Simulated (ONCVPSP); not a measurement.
**nitrogen (N), ONCV: configuration errors across variants**

```
Element                 : N
Generator               : ONCVPSP 4.0.1
Type                    : optimised norm-conserving Vanderbilt (ONCV)
Functional              : PBE
Relativity              : scalar-relativistic
Frozen core             : [He]
Valence charge          : 5
Reference configuration : 2s2 2p1.5 (charge +1.5)
Partial waves           : 2s: rc 0.95 bohr, ncon 3, nbas 6, qcut 5.4 1/bohr, 2 projectors, debl 3.8 Ha; 2p: rc 1.65 bohr, ncon 5, nbas 8, qcut 8 1/bohr, 3 projectors, debl 2 Ha; d scattering state at 0.06 Ha: rc 1.45 bohr, ncon 5, nbas 8, qcut 7 1/bohr, 1 projector
Local potential         : polynomial inside 0.70 bohr (lpopt 5, dvloc0 1 Ha)
Core correction         : Teter function, fcfact 5.5, rcfact 1
```

All-electron excitation energies from the reference (eV): (1) 2s2 2p3 -25.914; (2) 2s2 2p2 -12.323; (3) 2s2 2p1 16.531; (4) 2s2 2p2.5 -20.821.

1 further variants failed, have other tests or too few solved ones, and are left out.

Errors AE − PS in meV (a dash: test not solved or not reliable):

```tsv
change	(1)	(2)	(3)	(4)	bound ghosts	GHOST(+) flags above zero
base	+74	+16	+27	+47	none	none
s: qcut 6.2; p: qcut 9.1; d: qcut 8	+62	+14	+23	+39	none	none
local potential polynomial inside 0.80 bohr (lpopt 5, dvloc0 1 Ha)	+74	+16	+27	+47	none	none
d: rc 1.66	+74	+16	+27	+47	none	none
core correction Teter function, fcfact 4.75, rcfact 1.6	+68	+15	+23	+42	none	none
s: qcut 3.3	+78	+17	+29	+49	none	none
core correction Teter function, fcfact 5.5, rcfact 0.96	+73	+16	+27	+46	none	none
local potential polynomial inside 0.70 bohr (lpopt 5, dvloc0 9.5 Ha)	+74	+16	+27	+47	none	none
all radii but the core radius scaled by about 1.13 (s 1.08, p 1.86, d 1.64 bohr); local potential polynomial inside 0.78 bohr (lpopt 5, dvloc0 1 Ha)	+107	+23	+38	+67	none	none
d: rc 1.92	+74	+16	+27	+47	none	none
```

(1) Give the same row for: core correction Teter function, fcfact 1.3, rcfact 1.

Answers

(1) +69, +15, +26, +44; bound ghosts: none; GHOST(+) flags above zero: none.
